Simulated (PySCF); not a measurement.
silylarsine (H5AsSi), singlet, geometry from GFN2-xTB; TPSS/def2-SVP run with PySCF.

Input for PySCF:
```python
from pyscf import gto, scf, dft

mol = gto.Mole()
mol.atom = '''
    Si   -1.49296222    0.17053097    0.31614310
    As    0.75371282   -0.07592101   -0.21903957
    H    -2.29367511   -0.77990177   -0.46688108
    H    -1.93901103    1.52536083   -0.03432123
    H    -1.81909019   -0.04494677    1.73089424
    H     0.88634284   -1.32044560    0.60966261
    H     1.19438155    0.73789324    0.96294779
'''
mol.basis = 'def2-svp'
mol.verbose = 4
mol.build()

mf = dft.RKS(mol)
mf.xc = 'tpss'
mf.kernel()
mf.analyze()
```

Write the output that PySCF gives for this input, abridged.


```
PySCF version 2.14.0

[INPUT] verbose = 4
[INPUT] num. atoms = 7
[INPUT] num. electrons = 52
[INPUT] charge = 0
[INPUT] spin (= nelec alpha-beta = 2S) = 0
[INPUT] symmetry False subgroup None
[INPUT] Mole.unit = angstrom
[INPUT] Symbol           X                Y                Z      unit          X                Y                Z       unit  Magmom
[INPUT]  1 Si    -1.492962220000   0.170530970000   0.316143100000 AA   -2.821289710123   0.322256829056   0.597423875171 Bohr   0.0
[INPUT]  2 As     0.753712820000  -0.075921010000  -0.219039570000 AA    1.424310806374  -0.143469916000  -0.413924797742 Bohr   0.0
[INPUT]  3 H     -2.293675110000  -0.779901770000  -0.466881080000 AA   -4.334417776632  -1.473800749364  -0.882277373941 Bohr   0.0
[INPUT]  4 H     -1.939011030000   1.525360830000  -0.034321230000 AA   -3.664199799211   2.882514209839  -0.064857724958 Bohr   0.0
[INPUT]  5 H     -1.819090190000  -0.044946770000   1.730894240000 AA   -3.437582254983  -0.084937085484   3.270916064187 Bohr   0.0
[INPUT]  6 H      0.886342840000  -1.320445600000   0.609662610000 AA    1.674945220069  -2.495280546387   1.152095361288 Bohr   0.0
[INPUT]  7 H      1.194381550000   0.737893240000   0.962947790000 AA    2.257054017734   1.394416132768   1.819707595355 Bohr   0.0

nuclear repulsion = 167.274031707143
number of shells = 35
number of NR pGTOs = 145
number of NR cGTOs = 75
basis = def2-svp
ecp = {}

******** <class 'pyscf.dft.rks.RKS'> ********
method = RKS
initial guess = minao
damping factor = 0
level_shift factor = 0
DIIS = <class 'pyscf.scf.diis.CDIIS'>
diis_start_cycle = 1
diis_space = 8
diis_damp = 0
SCF conv_tol = 1e-09
SCF conv_tol_grad = None
SCF max_cycles = 50
direct_scf = True
direct_scf_tol = 1e-13
XC library pyscf.dft.libxc version 7.1.2
    S. Lehtola, C. Steigemann, M. J. T. Oliveira, and M. A. L. Marques,  SoftwareX 7, 1–5 (2018)
XC functionals = tpss
    J. Tao, J. P. Perdew, V. N. Staroverov, and G. E. Scuseria,  Phys. Rev. Lett. 91, 146401 (2003)
    J. P. Perdew, J. Tao, V. N. Staroverov, and G. E. Scuseria,  J. Chem. Phys. 120, 6898 (2004)
    J. Tao, J. P. Perdew, V. N. Staroverov, and G. E. Scuseria,  Phys. Rev. Lett. 91, 146401 (2003)
    J. P. Perdew, J. Tao, V. N. Staroverov, and G. E. Scuseria,  J. Chem. Phys. 120, 6898 (2004)
radial grids:
    Treutler-Ahlrichs [JCP 102, 346 (1995); DOI:10.1063/1.469408] (M4) radial grids

becke partition: Becke, JCP 88, 2547 (1988); DOI:10.1063/1.454033
pruning grids: <function nwchem_prune>
grids dens level: 3
symmetrized grids: False
atomic radii adjust function: <function treutler_atomic_radii_adjust>
small_rho_cutoff = 0
Set gradient conv threshold to 3.16228e-05
Initial guess from minao.
tot grids = 88648
init E= -2527.10542895902
  HOMO = -0.291365438184215  LUMO = -0.0486901976833392  gap/eV = 6.60353
cycle= 1 E= -2527.97746461346  delta_E= -0.872  |g|= 0.267  |ddm|= 2.35
  HOMO = -0.233437790142628  LUMO = -0.00175874255981956  gap/eV = 6.30431
cycle= 2 E= -2527.98305312652  delta_E= -0.00559  |g|= 0.202  |ddm|= 0.378
  HOMO = -0.240991365081812  LUMO = -0.00592521304930971  gap/eV = 6.39648
cycle= 3 E= -2527.98693335467  delta_E= -0.00388  |g|= 0.022  |ddm|= 0.124
  HOMO = -0.244731773103263  LUMO = -0.00900920241861281  gap/eV = 6.41434
cycle= 4 E= -2527.98704761421  delta_E= -0.000114  |g|= 0.00626  |ddm|= 0.0453
  HOMO = -0.244330891036123  LUMO = -0.00869855699782374  gap/eV = 6.41188
cycle= 5 E= -2527.98706258973  delta_E= -1.5e-05  |g|= 0.00179  |ddm|= 0.0127
  HOMO = -0.244324366261308  LUMO = -0.00869986474188389  gap/eV = 6.41167
cycle= 6 E= -2527.98706373274  delta_E= -1.14e-06  |g|= 0.000328  |ddm|= 0.0029
  HOMO = -0.244349391126351  LUMO = -0.00871234668172072  gap/eV = 6.41201
cycle= 7 E= -2527.9870637711  delta_E= -3.84e-08  |g|= 8.76e-05  |ddm|= 0.00072
  HOMO = -0.244332305507653  LUMO = -0.00869961778924599  gap/eV = 6.41189
cycle= 8 E= -2527.98706377453  delta_E= -3.43e-09  |g|= 2.07e-05  |ddm|= 0.000215
  HOMO = -0.244333485028588  LUMO = -0.00870020803951599  gap/eV = 6.41191
cycle= 9 E= -2527.98706377468  delta_E= -1.54e-10  |g|= 3.22e-06  |ddm|= 3.81e-05
  HOMO = -0.244333321744655  LUMO = -0.00870042268257976  gap/eV = 6.41190
Extra cycle  E= -2527.98706377468  delta_E= -5e-12  |g|= 3.82e-06  |ddm|= 1.16e-05
converged SCF energy = -2527.98706377468
**** SCF Summaries ****
Total Energy =                       -2527.987063774683975
Nuclear Repulsion Energy =             167.274031707143052
One-electron Energy =                -3851.319351586475477
Two-electron Energy =                 1156.058256104648535
Two-electron Coulomb Energy =         1261.876137569877073
DFT Exchange-Correlation Energy =     -105.817881465228439
HOMO-LUMO gap [eV] =                     6.411897775389814
**** MO energy ****
MO #1   energy= -424.742054711919  occ= 2
MO #2   energy= -65.6689936215123  occ= 2
MO #3   energy= -53.3020633050632  occ= 2
MO #4   energy= -47.6209826378447  occ= 2
MO #5   energy= -47.6206338905081  occ= 2
MO #6   energy= -47.6196251838781  occ= 2
MO #7   energy= -6.79000986475127  occ= 2
MO #8   energy= -5.11832076007367  occ= 2
MO #9   energy= -4.86693766094041  occ= 2
MO #10  energy= -4.86581971207128  occ= 2
MO #11  energy= -4.8621725698134   occ= 2
MO #12  energy= -3.49718126007386  occ= 2
MO #13  energy= -3.49596949858494  occ= 2
MO #14  energy= -3.49589133898568  occ= 2
MO #15  energy= -1.50788409221621  occ= 2
MO #16  energy= -1.50752747404197  occ= 2
MO #17  energy= -1.5050509412125   occ= 2
MO #18  energy= -1.50406736613132  occ= 2
MO #19  energy= -1.50279924280814  occ= 2
MO #20  energy= -0.600079318851953 occ= 2
MO #21  energy= -0.485471532787533 occ= 2
MO #22  energy= -0.352358252835805 occ= 2
MO #23  energy= -0.333020498507453 occ= 2
MO #24  energy= -0.315233170191167 occ= 2
MO #25  energy= -0.296802646348389 occ= 2
MO #26  energy= -0.244333321744655 occ= 2
MO #27  energy= -0.00870042268257976 occ= 0
MO #28  energy= -0.00266724184787082 occ= 0
MO #29  energy= 0.014142760243538  occ= 0
MO #30  energy= 0.0328287950995545 occ= 0
MO #31  energy= 0.0402480507582696 occ= 0
MO #32  energy= 0.0866678543819348 occ= 0
MO #33  energy= 0.221708491707344  occ= 0
MO #34  energy= 0.277555033672826  occ= 0
 ** Mulliken pop on meta-lowdin orthogonal AOs  **
 ** Mulliken pop  **
 ** Mulliken atomic charges  **
charge of    0Si =      0.35285
charge of    1As =     -0.06316
charge of    2H =     -0.09225
charge of    3H =     -0.09202
charge of    4H =     -0.09538
charge of    5H =     -0.00494
charge of    6H =     -0.00510
Dipole moment(X, Y, Z, Debye):  0.04275, -0.07857,  0.41711
```
